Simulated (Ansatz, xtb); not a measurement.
# Ligand exchange: CHBrF2 + H2O → CH2F2O + HBr

Species: CHBrF2 (bromodifluoromethane) `FC(F)Br`, singlet; H2O (water) `O`, singlet; CH2F2O `OC(F)F`, singlet; HBr (hydrogen bromide), singlet. The partners trade Br for OH: C–Br and H–OH bonds give way to C–OH and H–Br.

Shapes, held fixed at every level: PBE0-D4/def2-TZVP. Flexible molecules stand in one conformer, not always the lowest. Programs: Ansatz 0.2.0, xtb 6.7.1. The zero-point and thermal change to 298 K, harmonic and unscaled (PBE0-D4/def2-TZVP), is -3.5 kJ/mol.

```json
{"level": "GFN1-xTB", "kind": "semi-empirical", "ΔH(298 K) (kJ/mol)": "-71.4", "less CCSD(T)/def2-TZVPP": "-20.9"}
{"level": "HF/def2-SVP", "kind": "Hartree–Fock", "ΔH(298 K) (kJ/mol)": "-98.6", "less CCSD(T)/def2-TZVPP": "-48.1"}
{"level": "r2SCAN-D4/def2-TZVPP", "kind": "meta-GGA", "ΔH(298 K) (kJ/mol)": "-47.1", "less CCSD(T)/def2-TZVPP": "+3.4"}
{"level": "B3LYP-D4/def2-TZVPP", "kind": "global hybrid", "ΔH(298 K) (kJ/mol)": "-45.7", "less CCSD(T)/def2-TZVPP": "+4.8"}
{"level": "wB97X-V/def2-TZVPP", "kind": "range-separated hybrid", "ΔH(298 K) (kJ/mol)": "-52.5", "less CCSD(T)/def2-TZVPP": "-2.0"}
{"level": "B2PLYP/def2-TZVPP", "kind": "double hybrid", "ΔH(298 K) (kJ/mol)": "-48.7", "less CCSD(T)/def2-TZVPP": "+1.8"}
{"level": "MP2/def2-TZVPP", "kind": "perturbation theory", "ΔH(298 K) (kJ/mol)": "-44.9", "less CCSD(T)/def2-TZVPP": "+5.6"}
{"level": "CCSD/def2-TZVPP", "kind": "coupled cluster or CI", "ΔH(298 K) (kJ/mol)": "-53.6", "less CCSD(T)/def2-TZVPP": "-3.1"}
{"level": "CCSD(T)/def2-TZVPP", "kind": "coupled cluster or CI", "ΔH(298 K) (kJ/mol)": "-50.5", "less CCSD(T)/def2-TZVPP": "0.0"}
```

The highest level, CCSD(T)/def2-TZVPP, gives ΔH(298 K) = -50.5 kJ/mol; the levels span -98.6 to -44.9. The column of differences is taken from that level and isn't an error. No measured value is set beside it here. Relativity is left out for Br. Outer-core shells of Br are correlated, in sets that cover them unevenly.
